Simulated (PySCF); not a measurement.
Level of theory: PBE-D3(BJ)/def2-TZVP // r2SCAN-D4/def2-SVP run with PySCF. All species are isolated molecules in the gas phase. One relaxed conformer stands for a flexible species; it need not be the lowest. 

Reference species: [Hf(F)3(NH2)] (neutral, multiplicity 1).

```json
{
  "charge on the central atom (Mulliken)": "1.44 e",
  "LUMO": "-1.51 eV",
  "HOMO": "-6.67 eV",
  "coordination_number": "4"
}
```

Changed species: [Hf(F)2(NH2)2] (2 of 4 F replaced by NH2; the reference has 1 of 4 F replaced by NH2).

Problem. Predict the effect on the charge on the central atom (Mulliken), LUMO, HOMO and coordination number.

Solution. the charge on the central atom (Mulliken) decreases by 0.09 e, to 1.35 e; the LUMO goes up by 0.53 eV, to -0.98 eV; the HOMO rises by 0.60 eV, to -6.07 eV; the coordination number hardly moves.
